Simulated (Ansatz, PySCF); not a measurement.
Molecule: GaBr, charge 0, multiplicity 1. 
Geometry from a B3LYP-D3(BJ)/def2-TZVP (Ansatz, a program for electronic structure) optimisation:
```
Ga
Br 1 2.3998
```
Charge 0, spin multiplicity 1.

Dipole moments at this geometry, in debye (magnitudes).

```json
[
 {"level": "BP86/def2-TZVPD", "program": "PySCF", "dipole (D)": "2.55"},
 {"level": "r2SCAN/def2-TZVPD", "program": "Ansatz", "dipole (D)": "…"},
 {"level": "PBE0/def2-TZVPD", "program": "Ansatz", "dipole (D)": "2.69"},
 {"level": "MN15/def2-TZVPD", "program": "PySCF", "dipole (D)": "2.69"},
 {"level": "CCSD(T)/aug-cc-pVDZ", "program": "Ansatz", "dipole (D)": "…"}
]
```

Problem. Some entries are withheld; supply them.

Solution. 
- r2SCAN/def2-TZVPD, dipole (D): 2.51
- CCSD(T)/aug-cc-pVDZ, dipole (D): 2.62
